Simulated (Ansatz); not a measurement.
Born–Oppenheimer molecular dynamics of ClF₄HW (7 atoms, charge 0, multiplicity 1). It starts at the highest image of a converged band, a first-order saddle point between two minima.

The calculation used RKS PBE0/def2-SVP (Ansatz 0.2.0).

```
ensemble                      : NVE (velocity Verlet)
time step                     : 0.5 fs
steps asked                   : 200
starting velocities drawn for : 100 K
seed                          : 5069
```

First frame:

```xyz
7
Properties=species:S:1:pos:R:3
W -0.234 0.000 -0.042
H 1.030 0.000 1.224
F 1.871 0.000 0.411
F -0.262 1.793 0.350
F -2.089 0.000 0.048
F -0.262 -1.793 0.350
Cl 0.754 0.000 -2.072
```

What does the run give?

All steps were run.

```yaml
steps_done: 200
time_covered: 100 fs
mean_temperature_over_the_second_half: 1068 K
spread_of_the_potential_energy_over_the_second_half: 34.0 meV per atom
mean_potential_energy_of_the_second_half_above_the_start: -89.4 meV per atom
```

The conserved energy stayed within 0.17 meV per atom of its start (net change -0.027 meV per atom), so the integration is sound. The kinetic energy rose, since the run started high on the potential surface and went downhill. A run of 0.1 ps of so small a system gives no equilibrium averages. The orbitals stay closed-shell, which can raise the energy where a bond breaks towards radicals; this wasn't checked here.

What happens to the structure?

Between its relaxed ends the band would form H2–F3 and break W1–H2. These pairs go: H2–F3 1.17 → 2.20 Å, W1–H2 1.79 → 1.84 Å. In the last frame they stand as before the step (other bonds may differ from the relaxed reactants and products). It ends as one piece, ClF4HW. Pairs count as bonded within 1.25 times the sum of covalent radii (0.12 Å more for H–H). Another seed would give other details.

How do temperature and energy run in time?


| time (fs) | T (K) | potential energy less start (eV) | conserved less start (meV/atom) |
| --- | --- | --- | --- |
| 0 | 100 | 0.000 | 0.00 |
| 3 | 94 | 0.004 | 0.00 |
| 6 | 82 | 0.012 | 0.00 |
| 9 | 74 | 0.017 | 0.01 |
| 12 | 92 | 0.005 | 0.01 |
| 15 | 187 | -0.056 | 0.03 |
| 18 | 455 | -0.229 | 0.03 |
| 21 | 914 | -0.526 | -0.03 |
| 24 | 1274 | -0.760 | -0.10 |
| 27 | 1259 | -0.750 | -0.06 |
| 30 | 1076 | -0.631 | -0.01 |
| 33 | 1010 | -0.588 | -0.02 |
| 36 | 1022 | -0.596 | -0.05 |
| 39 | 985 | -0.572 | -0.01 |
| 42 | 1089 | -0.640 | -0.06 |
| 45 | 1147 | -0.677 | -0.06 |
| 48 | 1132 | -0.667 | -0.01 |
| 51 | 1296 | -0.773 | -0.05 |
| 54 | 1435 | -0.863 | -0.11 |
| 57 | 1343 | -0.803 | 0.01 |
| 60 | 1423 | -0.856 | -0.13 |
| 63 | 1170 | -0.692 | -0.06 |
| 66 | 772 | -0.434 | 0.03 |
| 69 | 655 | -0.359 | -0.03 |
| 72 | 542 | -0.286 | -0.03 |
| 75 | 535 | -0.281 | 0.04 |
| 78 | 871 | -0.499 | -0.06 |
| 81 | 1136 | -0.669 | 0.00 |
| 84 | 1516 | -0.915 | -0.05 |
| 87 | 1740 | -1.061 | -0.17 |
| 90 | 1358 | -0.814 | -0.05 |
| 93 | 892 | -0.512 | -0.04 |
| 96 | 614 | -0.332 | 0.04 |
| 99 | 853 | -0.487 | 0.01 |

The run took 14 min on 2 threads of Arm Neoverse V1, with other jobs on the host, peak memory 0.27 GiB.
